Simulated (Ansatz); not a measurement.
Gas-phase electronic energies from Ansatz, PBE0-D4/def2-TZVP geometries. CCSD(T)/CBS adds triple-zeta CCSD(T) − MP2 to the extrapolated MP2 energy (def2 sets, frozen cores). Functionals use def2-TZVPP. Each species was taken in one conformer, which may not be the lowest.

Consider the cleavage of the B–Si bond: `B[SiH](Cl)BN` + `OB1CO1` → `BOB1CO1` + `NB[SiH2]Cl`.

```
             level  ΔE (kJ/mol)  difference from CCSD(T)/CBS
       LDA (SPW92)       -112.6                         13.1
            B2PLYP       -132.3                         -6.6
           r2SCANh       -121.2                          4.5
           LC-ωPBE       -121.6                          4.1
     CCSD/def2-SVP       -138.4                        -12.7
    MP2/def2-TZVPP       -130.4                         -4.7
CCSD(T)/def2-TZVPP       -126.6                         -0.9
SCS-MP2/def2-QZVPP       -134.5                         -8.8
     MP2/CBS(def2)       -129.6                         -3.9
    CCSD/CBS(def2)       -127.8                         -2.1
       CCSD(T)/CBS       -125.7                            0
```

Largest T1 diagnostic among the species: 0.015.

At CCSD(T), def2-SVP lies −12.3 kJ/mol from the extrapolated value and def2-TZVPP −0.9 kJ/mol. The D4 term adds +4.1 kJ/mol with B3LYP and +2.2 kJ/mol with PBE0; it sums over pairs of atoms, weighted by their polarisabilities, and B3LYP, whose exchange is more repulsive, gets the larger term. Leaving LDA and LC-ωPBE aside and taking each functional with its dispersion term where it has one, the values, not all of them listed here, spread over 25.9 kJ/mol, from BHLYP-D4 to revPBE-D4.

B3LYP here is the variant with VWN-RPA as its local correlation; programs differ in this.
